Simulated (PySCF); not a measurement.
HTi(OH): fields on a plane

All numbers come from UPBE0 in PySCF with Ti def2-TZVP, H def2-TZVP, O def2-TZVP; no relativity; density-fitted integrals.

The triplet minimum has O–H 0.956 Å, Ti–H 1.771 Å, Ti–O 1.804 Å; H–O–Ti 149.0°, H–Ti–O 133.4°.

The plane holds Ti1 at (0.00, 0.00), H2 at (1.77, 0.00), O3 at (-1.24, 1.31), H4 at (-1.45, 2.24) Å. Columns run from x = -3.45 to 4.05 Å, rows from y = 4.65 (top) to -1.95 Å, in steps of 0.3 Å. Other isomers or separated fragments may lie lower.

Question: Give the spin density (e/Å³) (cut at ±0.5 e/Å³). Lower edges of the bins (e/Å³): '0' -0.119, '1' -0.057, '2' 0.005, '3' 0.067, '4' 0.129, '5' 0.191, '6' 0.252, '7' 0.314, '8' 0.376, '9' 0.438; top 0.50.

Answer: 
```
11111111111111111111111111
11111111111111111111111111
11111111111111111111111111
11111111111111111111111111
11111111111111111111111111
11111111111111111111111111
11111111111111111111111111
11111122111111111111111111
11111122111111111111111111
11111112111111111111111111
11111111111122211111111111
11111110011222221111111111
11111111012222221111111111
11111111122222221111111111
11111111248432221111111111
11111111269926321111111111
11111111239299632111111111
11111122221258422111111111
11111122222222221111111111
11111122222221111111111111
11111122222222111111111111
11111122222222111111111111
11111112222222111111111111
```

Question: Give the highest occupied orbital (Å^-3/2) at -5.19 eV (cut at ±0.3; overall sign arbitrary). Lower edges of the bins (Å^-3/2): '0' -0.300, '1' -0.247, '2' -0.193, '3' -0.140, '4' -0.087, '5' -0.033, '6' 0.020, '7' 0.073, '8' 0.126, '9' 0.180; top 0.23.

Answer: 
```
55555555555555555555555555
55555555555555555555555555
55555555555555555555555555
55555555555555555555555555
55555555555555555555555555
55555555555555555555555555
55555544555555555555555555
55555444455556666555555555
55555433455666666655555555
55555443355666666665555555
55555553356677766665555555
55556665456777776666555555
55566678655688876666555555
55566666532599776666555555
55566665300097555555555555
55666665200090034555555555
55666665400800024455555555
55666666666800024555555555
55666677899952234555555555
55666677899975555555555555
55666677889887655555555555
55566667788877666555555555
55566667777776666555555555
```

Other spin states or occupations of the open shell can lie lower.
